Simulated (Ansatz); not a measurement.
Start from `[NH]=[W](=[NH])([NH2])[OH]` and change one atom or group to get `[NH]=[W](=[NH])([OH])[F]`.

Ansatz, PBE0-D4/def2-TZVP geometries, multiplicity 1. Each molecule was computed in one conformer, which needn't be the lowest.

Elements past krypton have def2 core potentials.

| property | `[NH]=[W](=[NH])([NH2])[OH]` |
| --- | --- |
| HOMO energy (PBE/def2-TZVPP) / eV | -5.95 |
| LUMO energy (PBE/def2-TZVPP) / eV | -1.20 |
| size of the dipole moment (B3LYP/def2-TZVPP) / D | 1.73 |
| HOMO–LUMO gap (PBE/def2-TZVPP) / eV | 4.76 |
| HOMO–LUMO gap (ωB97M-V/def2-TZVPP) / eV | 10.98 |
| HOMO energy (PBE0/def2-TZVPP) / eV | -7.27 |

(1) Give the same properties after the change, and the shifts. (Estimate.)

Results:

(1) Computed: 
```
                                        property  `[NH]=[W](=[NH])([OH])[F]`  shift
               HOMO energy (PBE/def2-TZVPP) / eV                       -6.55  -0.60
               LUMO energy (PBE/def2-TZVPP) / eV                       -1.87  -0.67
size of the dipole moment (B3LYP/def2-TZVPP) / D                        2.53   0.80
             HOMO–LUMO gap (PBE/def2-TZVPP) / eV                        4.68  -0.08
         HOMO–LUMO gap (ωB97M-V/def2-TZVPP) / eV                       11.23   0.25
              HOMO energy (PBE0/def2-TZVPP) / eV                       -7.92  -0.65
```

The zero-point energy changes by -61.0 kJ/mol with -6 modes. Dipoles are sizes alone; their direction can turn.

B3LYP here is the variant with VWN-RPA as its local correlation; programs differ in this.
